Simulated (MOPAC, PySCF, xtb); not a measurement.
Pair of molecules: HCl (SMILES Cl) (first 2 atoms) with C2H4 (SMILES C=C); geometry from B3LYP-D3(BJ)/def2-TZVP, rigid monomers moved along the line of their centres of mass till H2···C3 is 2.18 Å.
(charge 0, multiplicity 1):
```xyz
8

Cl     0.30879    -0.48084     0.00354
H      0.19250    -0.28752     1.27726
C     -0.57237     0.32814     3.22156
C      0.58409    -0.29172     3.42249
H     -1.51276    -0.20954     3.21544
H     -0.62392     1.39796     3.05934
H      1.52411     0.24655     3.43242
H      0.63532    -1.36092     3.58870
```

Monomers are frozen at their geometry in the pair; levels with a basis set take the counterpoise correction. Rows marked so take none.

Rows in 3-21G, 6-311+G** carry no dispersion term and start afresh at each structure. The state that PM7 reach isn't checked; PM7 holds dispersion and hydrogen-bond terms.

Codes used: MOPAC for PM7 (differences of heats of formation); PySCF for 3-21G rows, 6-311+G** rows; xtb for the GFN methods. Each number belongs to the level named beside it.

### Question
One of these levels gives -6.4 kJ/mol for the interaction energy. Name it.
A) B3LYP/6-311+G** (no counterpoise)
B) PM7
C) GFN1-xTB
D) HF/3-21G (no counterpoise)

### Answer
A, B3LYP/6-311+G** (no counterpoise). The others give -13.8 (PM7), -10.7 (GFN1-xTB), -8.6 (HF/3-21G (no counterpoise))
